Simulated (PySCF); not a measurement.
# Gas-phase XPS of `C[N](C)[AlH2]`, computed

Species: C2H8AlN.
SMILES with atom numbers: `[CH3:1][N:2]([CH3:3])[AlH2:4]`

Theory: delta-SCF UKS SCAN, pcX-2 on the ionised atom, pcseg-1 elsewhere, spin-free X2C in PySCF 2.14.0. Each binding energy is the total energy of the core-ionised species, with the hole localised on one atom, minus that of the ground state; both are solved self-consistently, so orbital relaxation is included.

Problem. What binding energy does each computed site have?

Solution. 
| atom(s) | environment | level | binding energy (eV) | count |
| --- | --- | --- | --- | --- |
| Al4 | aluminium bonded to N and 2 H | Al 1s | 1566.31 | 1 |
| N2 | nitrogen bonded to Al and 2 C | N 1s | 403.96 | 1 |
| C1/C3 | N-methyl carbon | C 1s | 291.38 | 2 |

Problem. Express the binding energy of Al 1s of Al4 in atomic units and per mole.

Solution. 1566.31 eV = 57.5608 Eh = 151126 kJ/mol.

Atoms equivalent by their bonding share one computed value, that of the first of them. Geometry: PBE0-D3(BJ)/def2-SVP; no solvent, vibrations or thermal averaging.
